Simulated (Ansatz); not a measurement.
Geometry optimisation, RKS PBE0/def2-SVP (Ansatz 0.2.0).

Input file:

```yaml
crystal:
  periodic: [false, false, false]
  atoms:
    - { symbol: C, position_ang: [-0.3295, -0.3899, 2.2454] }
    - { symbol: C, position_ang: [-0.0488, -1.3802, 1.4607] }
    - { symbol: Te, position_ang: [1.73, -1.3563, 0.3407] }
    - { symbol: Ge, position_ang: [0.618, -0.2822, -1.6345] }
    - { symbol: C, position_ang: [-0.1894, 1.4176, -1.111] }
    - { symbol: H, position_ang: [-1.3061, -0.3456, 2.7942] }
    - { symbol: H, position_ang: [0.2979, 0.5238, 2.3083] }
    - { symbol: H, position_ang: [-0.6621, -2.2221, 1.3853] }
    - { symbol: H, position_ang: [-0.6023, -1.2068, -2.0498] }
    - { symbol: H, position_ang: [1.5458, -0.081, -2.7729] }
    - { symbol: H, position_ang: [-0.97312, 1.21024, -0.33991] }
    - { symbol: H, position_ang: [-0.73344, 1.89121, -1.96894] }
    - { symbol: H, position_ang: [0.5826, 2.16536, -0.71426] }
basis:
  gaussian: { orbitals: def2-SVP }
hamiltonian:
  xc: pbe0
relax:
  f_tol: 0.015
  max_steps: 40
```

Launched with:

```bash
$ ansatz run input.yaml --threads 2 --pin off --max-ram 3072MiB --backend cpu --events-out ev --progress --plain --runs-dir out
```

Task: Where does it end, and by what steps?

Result: The run converged. After 20 steps the energy has fallen by 0.327 eV; H7 moved furthest, 1.11 Å.

```tsv
step	energy less start (eV)	largest force component (eV/Å)	accepted
0	0.0000	2.695	yes
1	-0.0761	2.187	yes
2	-0.2720	0.720	yes
3	-0.3045	0.187	yes
4	-0.2700	0.187	no
5	-0.3167	0.123	yes
6	-0.3190	0.066	yes
7	-0.3213	0.037	yes
8	-0.3223	0.133	yes
9	-0.3232	0.098	yes
10	-0.3243	0.082	yes
11	-0.3247	0.087	yes
12	-0.3259	0.056	yes
13	-0.3263	0.053	yes
14	-0.3267	0.048	yes
15	-0.3268	0.108	yes
16	-0.3271	0.024	yes
17	-0.3272	0.018	yes
18	-0.3273	0.025	yes
19	-0.3274	0.021	yes
20	-0.3274	0.005	yes
```

```xyz
13
Properties=species:S:1:pos:R:3
C -0.299 -0.650 2.738
C -0.113 -1.173 1.526
Te 1.712 -1.027 0.451
Ge 0.555 -0.236 -1.703
C -0.230 1.537 -1.478
H -1.237 -0.818 3.277
H 0.463 -0.046 3.241
H -0.892 -1.774 1.045
H -0.535 -1.266 -2.071
H 1.649 -0.237 -2.789
H -0.938 1.525 -0.637
H -0.764 1.836 -2.392
H 0.558 2.273 -1.263
```

Whether the end is a true minimum wasn't checked by a vibrational analysis.

Run time: 110 s on 2 threads of Intel(R) Xeon(R) Platinum 8488C (Sapphire Rapids), on a shared host, peak memory 0.48 GiB.
